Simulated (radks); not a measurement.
Valence configurations of O+ (all share [He]). Method: Dirac Kohn-Sham, PBEsol, spin-unpolarised, spherical densities, finite nucleus; open shells are shared between the two j in proportion to 2j + 1; Fermi nuclear charge, rms radius 2.6991 fm; computed with a radial shooting solver on a logarithmic mesh with Libxc functionals. Energies are relative to 2s2 2p3; eigenvalues in eV.

valence,E (eV),e(2p1/2),e(2p3/2),e(2s1/2)
2s2 2p3,0.000,-24.391,-24.347,-39.482
2s1.5 2p3.5,7.565,-24.446,-24.403,-39.555
2s1 2p4,15.137,-24.505,-24.462,-39.630
2s0.5 2p4.5,22.718,-24.567,-24.524,-39.708
2p5,30.307,-24.632,-24.589,-

NIST lists [He] 2s2 2p3 as the ground configuration; this level of theory agrees among the configurations tried. The energies are those of spherical spin-averaged densities, not of single terms.
